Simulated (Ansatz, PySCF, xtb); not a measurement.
Dimer: CH2O (SMILES C=O) (first 4 atoms) with H4OSi (SMILES O[SiH3]); geometry from B3LYP-D3(BJ)/def2-TZVP.
(charge 0, multiplicity 1):
```xyz
10

C      0.269    -0.488     0.036
O     -0.756    -0.438     0.665
H      0.281    -0.832    -1.013
H      1.235    -0.193     0.480
O      0.268     0.535     3.083
Si     0.062    -0.100     4.585
H     -0.295     0.220     2.356
H     -1.293     0.174     5.129
H      1.075     0.537     5.453
H      0.264    -1.572     4.598
```

Counterpoise-corrected where a basis set is named; no monomer relaxation.

Codes used: Ansatz (a first-principles code); PySCF for the dispersion terms; xtb for the GFN methods. Each number belongs to the level named beside it.

Problem. One of these levels gives -23.8 kJ/mol for the interaction energy. Which?
A) CAM-B3LYP-D4/def2-TZVPPD
B) GFN2-xTB
C) PBE/def2-TZVPPD

Solution. C, PBE/def2-TZVPPD. The others give -18.7 (GFN2-xTB), -29.6 (CAM-B3LYP-D4/def2-TZVPPD)
